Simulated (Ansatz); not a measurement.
The cluster Al₂P₂⁺ was relaxed with B3LYP-D4 (def2-TZVP) in Ansatz in these states: charge +1 doublet, charge +1 quartet. The geometries follow in no particular order.

A:

```xyz
4

Al    0.5824    2.0965   -0.3219
Al   -0.5823   -2.0963    0.3215
P     0.8711   -0.1515    0.5903
P    -0.8711    0.1513   -0.5900
```

B:

```xyz
4

Al    0.224    1.876    1.389
Al    0.378   -1.949   -0.237
P    -1.305   -0.345   -0.464
P     0.703    0.419   -0.688
```

Question: Judge from the bond lengths which geometry belongs to which state (an estimate).

Answer: A is the charge +1 doublet (Al1–P3 2.443 Å, Al1–P4 2.443 Å, Al2–P3 2.443 Å); B is the charge +1 quartet (Al1–P3 3.271 Å, Al1–P4 2.582 Å, Al2–P3 2.336 Å).

At PBE0-D4/def2-TZVP a doublet lies 1.24 eV below the charge +1 quartet. These are the stationary points nearest to one start from a short search; other shapes may lie lower in each state.
